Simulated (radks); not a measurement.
The numbers below are computed, except where a source is named.
Problem. These are the eigenvalues of the occupied orbitals of an atom or ion with whole-number occupations (hartree). Code: a radial shooting solver on a logarithmic mesh with Libxc functionals. Model: scalar-relativistic Kohn-Sham, BP86, spin-polarised, spherical densities, finite nucleus; Fermi nuclear charge, rms radius of each element as measured or else 0.836 A^(1/3) + 0.57 fm.

| orbital | eigenvalue |
|---|---|
| 1s up | -975.4718 |
| 1s down | -975.4623 |
| 2s up | -145.2281 |
| 2s down | -145.2220 |
| 2p up | -130.3742 |
| 2p down | -130.3650 |
| 3s up | -27.45573 |
| 3s down | -27.44622 |
| 3p up | -22.58155 |
| 3p down | -22.57081 |
| 3d up | -14.94868 |
| 3d down | -14.93760 |
| 4s up | -4.33236 |
| 4s down | -4.28905 |
| 4p up | -2.88675 |
| 4p down | -2.84617 |
| 4d up | -0.80749 |
| 4d down | -0.77722 |
| 5s up | -0.40582 |
| 5s down | -0.40242 |
| 6s up | -0.06639 |

Which element is it, and in what charge state? The configuration may be excited. Open shells, if any, are filled with parallel spins first.

Solution. Z = 48, cadmium, charge 0: Cd in [Ar] 3d10 4s2 4p5 4d10 5s2 6s1. The list shows which subshells hold electrons but not how many an open one holds; the 1s level, -975.47 hartree, gives Z - s = 44.2 by -(Z - s)^2/2, which with screening and relativity narrows Z to a few neighbours, and the depths of the outer levels then fix element, charge and occupations together.
